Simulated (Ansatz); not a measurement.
A nudged elastic band was laid between two geometries of CH4BrGa (7 atoms, charge 0, multiplicity 1).

Theory: Ansatz 0.2.0, RKS LDA/def2-SVP.

```json
{
 "movable images": "7",
 "climbing image": "yes",
 "spring": "5.0 eV/Å²",
 "optimiser": "quadratic models (default)",
 "start path": "through a guess of the saddle point",
 "force threshold": "0.05 eV/Å",
 "iteration limit": "60",
 "end points": "relaxed"
}
```

Image 0:

```xyz
7
Properties=species:S:1:pos:R:3
Ga -0.752 0.633 0.073
Br -0.722 1.616 2.136
C 0.644 -0.652 -0.280
H 1.295 -0.786 0.607
H -1.923 1.128 -0.835
H 0.197 -1.629 -0.562
H 1.260 -0.309 -1.139
```

Image 8:

```xyz
7
Properties=species:S:1:pos:R:3
Ga -0.791 0.587 0.089
Br -0.480 1.899 1.935
C 0.627 -0.670 -0.282
H 1.029 -1.084 0.665
H -2.125 0.887 -0.670
H 0.287 -1.493 -0.945
H 1.453 -0.127 -0.791
```

(1) What changes between the two ends?

(2) Give the energies along the band, and the barrier.

Answers

(1) No bond is made or broken.

(2) It converged. The highest image is number 8 of 0 to 8, 0.2 kJ/mol above the ends, which have the same energy within 2 meV. The highest image is an end point: on this band no image between the ends rises above it.

```
image  path coordinate (Å)  energy (kJ/mol)
    0                 0.00              0.0
    1                 0.12              0.0
    2                 0.24              0.0
    3                 0.35              0.0
    4                 0.47              0.1
    5                 0.59              0.1
    6                 0.71              0.1
    7                 0.83              0.1
    8                 0.92              0.2
```

Run time: 87 s on 2 threads of Arm Neoverse V2 (shared host), peak memory 0.14 GiB.
